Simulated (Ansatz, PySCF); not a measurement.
Process, species as SMILES: [F][Ga]([F])[F] → [F][Ga]([F])[F] as doublet, charge -1 (an electron is taken up)
Each molecule is optimised on its own at B3LYP-D3(BJ)/def2-TZVP (Ansatz, a first-principles code). A spin state is the lowest found, not a proven ground state.

Quantity: adiabatic electron affinity (electronic energy difference), positive where the reaction releases energy, in eV. Correlated levels leave the core frozen unless marked. UHF or UKS for open shells. No spin-orbit coupling. The frozen core is the preceding noble-gas configuration, with the filled d and f shells of earlier blocks. Non-relativistic. Anions need diffuse functions: aug- sets have them; def2-D sets add few; the other sets have none. CBS marks a two-point X^-3 extrapolation of the correlation energy; Hartree-Fock from the larger set. The bracket is a focal-point correction in the basis named.

```json
[
 {"level": "HF/aug-cc-pVTZ", "program": "Ansatz", "adiabatic electron affinity (eV)": "1.31"},
 {"level": "HF/aug-cc-pVQZ", "program": "Ansatz", "adiabatic electron affinity (eV)": "1.28"},
 {"level": "PBE-D4/def2-TZVPD", "program": "Ansatz + dftd4", "adiabatic electron affinity (eV)": "1.89"},
 {"level": "B97M-V/def2-TZVPD", "program": "Ansatz", "adiabatic electron affinity (eV)": "1.71"},
 {"level": "B3LYP-D3(BJ)/def2-TZVPD", "program": "Ansatz + dftd3", "adiabatic electron affinity (eV)": "1.97"},
 {"level": "PBE0/def2-SVP", "program": "Ansatz", "adiabatic electron affinity (eV)": "1.38"},
 {"level": "PBE0-D4/def2-TZVP", "program": "Ansatz + dftd4", "adiabatic electron affinity (eV)": "1.65"},
 {"level": "PBE0-D4/def2-TZVPD", "program": "Ansatz + dftd4", "adiabatic electron affinity (eV)": "1.81"},
 {"level": "M06-2X/def2-TZVPD", "program": "PySCF", "adiabatic electron affinity (eV)": "1.84"},
 {"level": "HSE06/def2-TZVPD", "program": "Ansatz", "adiabatic electron affinity (eV)": "1.79"},
 {"level": "CAM-B3LYP-D4/def2-TZVPD", "program": "Ansatz + dftd4", "adiabatic electron affinity (eV)": "1.94"},
 {"level": "LC-wPBE-D3(BJ)/def2-TZVPD", "program": "Ansatz + dftd3", "adiabatic electron affinity (eV)": "1.87"},
 {"level": "LC-wPBE/def2-TZVPD", "program": "Ansatz", "adiabatic electron affinity (eV)": "1.87"},
 {"level": "B2GP-PLYP-D3(BJ)/def2-TZVPD", "program": "Ansatz + dftd3", "adiabatic electron affinity (eV)": "1.70"},
 {"level": "B2GP-PLYP/def2-TZVPD", "program": "Ansatz", "adiabatic electron affinity (eV)": "1.70"},
 {"level": "B2PLYP-D4/def2-TZVPD", "program": "Ansatz + dftd4", "adiabatic electron affinity (eV)": "1.75"},
 {"level": "MP2/STO-3G", "program": "Ansatz", "adiabatic electron affinity (eV)": "-1.40"},
 {"level": "MP2/6-31G", "program": "Ansatz", "adiabatic electron affinity (eV)": "1.22"},
 {"level": "RI-MP2/CBS(aug-cc-pVTZ,aug-cc-pVQZ)", "program": "Ansatz", "adiabatic electron affinity (eV)": "1.59"},
 {"level": "CCSD(T)/aug-cc-pVDZ", "program": "Ansatz", "adiabatic electron affinity (eV)": "1.71"},
 {"level": "RI-MP2/CBS(aug-cc-pVTZ,aug-cc-pVQZ)+[CCSD(T)-MP2]/aug-cc-pVDZ", "program": "Ansatz", "adiabatic electron affinity (eV)": "1.63"}
]
```
